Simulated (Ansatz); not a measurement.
Relaxation of BClH3NO (7 atoms, charge 0, multiplicity 1), to a largest force component of 0.02 eV/Å in at most 40 steps.

The calculation used RKS revPBE-D4/def2-SVP in Ansatz.

```xyz
7
Properties=species:S:1:pos:R:3:forces:R:3
B 0.000 0.000 0.000 -0.33 0.00 2.62
N 0.000 0.000 1.550 0.40 0.01 -2.62
H -0.877 -0.271 2.080 1.43 0.71 -0.60
H 0.877 0.271 2.080 -1.43 -0.72 -0.55
Cl 1.611 0.000 -0.930 -1.18 0.23 0.80
O -1.221 0.000 -0.705 0.47 -1.65 0.61
H -1.731 -0.847 -0.496 0.64 1.41 -0.27
```

Problem. Where does it end, and by what steps?

Solution. The run converged. After 6 steps the energy has fallen by 0.770 eV; O6 moved furthest, 0.41 Å.

| step | energy less start (eV) | largest force component (eV/Å) | accepted |
| --- | --- | --- | --- |
| 0 | 0.0000 | 2.623 | yes |
| 1 | -0.5153 | 1.124 | yes |
| 2 | -0.6418 | 1.558 | yes |
| 3 | -0.7514 | 0.646 | yes |
| 4 | -0.7670 | 0.197 | yes |
| 5 | -0.7696 | 0.070 | yes |
| 6 | -0.7699 | 0.018 | yes |

```xyz
7
Properties=species:S:1:pos:R:3
B 0.021 -0.091 0.025
N -0.008 -0.045 1.441
H -0.840 -0.208 2.006
H 0.827 0.166 1.985
Cl 1.581 0.231 -0.805
O -1.053 -0.366 -0.787
H -1.870 -0.533 -0.286
```

Whether the end is a true minimum wasn't checked by a vibrational analysis.

Run time: 19 s on 1 thread of Arm Neoverse V1 (shared host), peak memory 0.14 GiB.
